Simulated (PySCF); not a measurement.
## Two-component Hartree-Fock for Pm³⁸⁺ (promethium, charge +38)

Start: [Ar] 3d5; 3d3/2 filled at m_j = -3/2, -1/2, +1/2, +3/2; 3d5/2 filled at m_j = +5/2. Calculated with PySCF 2.14 in an uncontracted even-tempered set (16 s from 7.7 bohr⁻², ratio 2.8; 12 p from 10 bohr⁻², ratio 2.8; 8 d from 10 bohr⁻², ratio 2.8; 3 f from 35 bohr⁻², ratio 3): generalised Hartree-Fock with the X2C-1e Hamiltonian and a Gaussian nucleus; one run each with spin-orbit coupling (SO) switched off, then screened by Boettger's factors.

```csv
spinor shell,electrons,"ε, spin-free (eV)","ε, screened SO (eV)",weight of nominal j (screened SO),"rms radius, screened SO (bohr)"
1s1/2,2,-47334.8,-47325.6,1.000,0.0264
2s1/2,2,-9368.7,-9364.9,1.000,0.106
2p1/2,2,-8570.2,-8973.9,1.000,0.0913
2p3/2,4,-8570.2,-8391.2,1.000,0.0970
3s1/2,2,-3328.8,-3327.6,1.000,0.265
3p1/2,2,-3069.2,-3173.1,0.992,0.255
3d3/2,4,-2785.9,-2790.9,0.933,0.233
3d5/2,1,-2785.9,-2764.1,1.000,0.236
```

Q: Where does 3p3/2 lie, and what is the 3p spin-orbit splitting (screened SO)?

A: At -3022.4 eV, 150.70 eV above 3p1/2.

```csv
quantity,spin-free,screened SO
E (hartree),-8954.87431,-8961.03661
M_J,5/2,5/2
⟨J²⟩,8.750,8.759
⟨L²⟩,0.000,3.396
⟨S²⟩,8.750,4.370
```

Each row is a mean over spinors that exchange with the open shell spreads, by up to 35.125 eV (3p3/2).

Breit and QED terms are absent; they matter most for the inner s and p1/2 levels.

Densities and radii are taken from the X2C orbitals without a picture-change correction, which distorts them close to the nucleus.

Without spin-orbit coupling the j labels of p, d and f shells carry no meaning; the spin-free column gives the mean over the occupied spinors of each nl shell.
